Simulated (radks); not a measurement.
Values are calculated unless marked as measured or tabulated.
Task: Species: Dy10+. Configuration: [Kr] 4d10 4f8 5s2. Code: a radial shooting solver on a logarithmic mesh with Libxc functionals. Model: scalar-relativistic Kohn-Sham, PBE, spin-polarised, spherical densities, finite nucleus; open shells are filled with parallel spins first (spin-orbit coupling, left out, can overturn this in heavy ions); Fermi nuclear charge, rms radius 5.2218 fm. Some entries of the table are withheld. Estimate them.

| orbital | occ. | eigenvalue (hartree) | r(max) (bohr) | <1/r> (bohr^-1) |
|---|---|---|---|---|
| 1s down | 1 | -1978.008 | 0.01338 | 74.55 |
| 1s up | 1 | -1978.007 | 0.01338 | 74.55 |
| 2s up | 1 | -334.6396 | 0.07604 | 17.33 |
| 2s down | 1 | -334.6376 | 0.07604 | 17.33 |
| 2p up | 3 | -297.6703 | 0.06168 | 16.09 |
| 2p down | 3 | -297.6692 | 0.06168 | 16.09 |
| 3s up | 1 | -79.38528 | 0.2154 | 6.374 |
| 3s down | 1 | -79.28001 | 0.2153 | 6.381 |
| 3p up | 3 | -68.03100 | 0.2117 | 5.975 |
| 3p down | 3 | -67.92618 | 0.2116 | 5.982 |
| 3d up | 5 | -53.41390 | 0.1730 | 5.667 |
| 3d down | 5 | -53.33397 | 0.1728 | 5.673 |
| 4s up | 1 | -20.73012 | 0.4935 | 2.698 |
| 4s down | 1 | -20.50293 | 0.4935 | 2.695 |
| 4p up | 3 | -16.97538 | 0.5151 | 2.479 |
| 4p down | 3 | -16.75160 | 0.5151 | 2.476 |
| 4d up | 5 | (1) | 0.5325 | 2.201 |
| 4d down | 5 | (2) | 0.5325 | 2.197 |
| 5s up | 1 | (3) | 1.086 | 1.168 |
| 5s down | 1 | (4) | 1.093 | 1.154 |
| 4f up | 7 | -6.17877 | 0.5221 | (5) |
| 4f down | 1 | -5.96392 | 0.5239 | (6) |

Result: 
(1) 4d up eigenvalue (hartree): -11.84999
(2) 4d down eigenvalue (hartree): -11.62928
(3) 5s up eigenvalue (hartree): -7.28376
(4) 5s down eigenvalue (hartree): -7.14912
(5) 4f up <1/r> (bohr^-1): 1.767
(6) 4f down <1/r> (bohr^-1): 1.753
